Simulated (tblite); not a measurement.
Species: C4H11NSi.
Atom-mapped SMILES: `[CH2:1]=[N:2][Si@H:3]([CH3:4])[CH2:5][CH3:6]` (hydrogens: H7, H8 on C1; H9 on Si3; H10, H11, H12 on C4; H13, H14 on C5; H15, H16, H17 on C6)

Computed with GFN2-xTB (tblite), gas phase: Langevin dynamics at 400 K from the optimised GFN2-xTB geometry, time step 0.5 fs, friction 0.01 fs⁻¹, 2000 steps.

Start geometry:
```
atom  x, y, z in Å
C1      2.577   -0.283    0.155
N2      1.493    0.284    0.392
Si3    -0.053    0.343   -0.372
C4     -0.371    2.191   -0.657
C5     -1.244   -0.362    0.936
C6     -0.960   -1.816    1.290
H7      3.410   -0.149    0.842
H8      2.775   -0.921   -0.712
H9     -0.212   -0.400   -1.639
H10    -1.394    2.362   -0.975
H11     0.286    2.589   -1.423
H12    -0.203    2.761    0.250
H13    -2.269   -0.279    0.574
H14    -1.185    0.241    1.843
H15    -1.659   -2.180    2.041
H16    -1.045   -2.450    0.410
H17     0.049   -1.919    1.684
```

The statistics below take the 31 frames saved every 25 fs from 250 to 1000 fs; their kinetic temperature (all 3N coordinates) averages 409 K.

Q: How do the bond lengths spread?

A: 
```tsv
bond	start (Å)	mean (Å)	standard deviation (Å)	shortest (Å)	longest (Å)
C1=N2	1.247	1.249	0.019	1.209	1.294
N2–Si3	1.726	1.740	0.036	1.687	1.807
Si3–C4	1.896	1.907	0.051	1.811	2.014
Si3–C5	1.904	1.911	0.044	1.825	2.012
C5–C6	1.523	1.539	0.044	1.457	1.628
C1–H7	1.088	1.093	0.037	1.015	1.162
C1–H8	1.094	1.108	0.030	1.052	1.157
Si3–H9	1.476	1.484	0.037	1.411	1.578
C4–H10	1.085	1.089	0.039	1.027	1.170
C4–H11	1.085	1.095	0.037	1.040	1.179
C4–H12	1.085	1.094	0.038	1.020	1.193
C5–H13	1.091	1.097	0.048	0.990	1.197
C5–H14	1.090	1.096	0.036	1.038	1.174
C6–H15	1.089	1.093	0.041	1.018	1.215
C6–H16	1.088	1.094	0.036	1.037	1.179
C6–H17	1.088	1.087	0.034	1.015	1.159
```

Q: How far does each atom move about its mean position (frames aligned on the start, all atoms weighted alike), and what rms force does it feel?

A: 
```csv
atom,rms displacement (Å),rms force (eV/Å)
C1,0.22,1.90
N2,0.27,1.85
Si3,0.17,1.72
C4,0.16,2.17
C5,0.21,2.49
C6,0.20,2.30
H7,0.44,1.27
H8,0.49,0.98
H9,0.37,0.65
H10,0.84,1.28
H11,0.77,1.21
H12,0.65,1.29
H13,0.45,1.60
H14,0.47,1.22
H15,0.36,1.36
H16,0.47,1.11
H17,0.49,1.29
```

The displacements run from 0.16 to 0.84 Å, the largest at H10.

The run is classical and short, so these are rough statistics of one trajectory.

The cost below is that of the whole dynamics run. The run took 35 s wall on Intel Xeon at 2.50 GHz, one thread, on a shared host, and the process peaked at 0.18 GiB of memory.
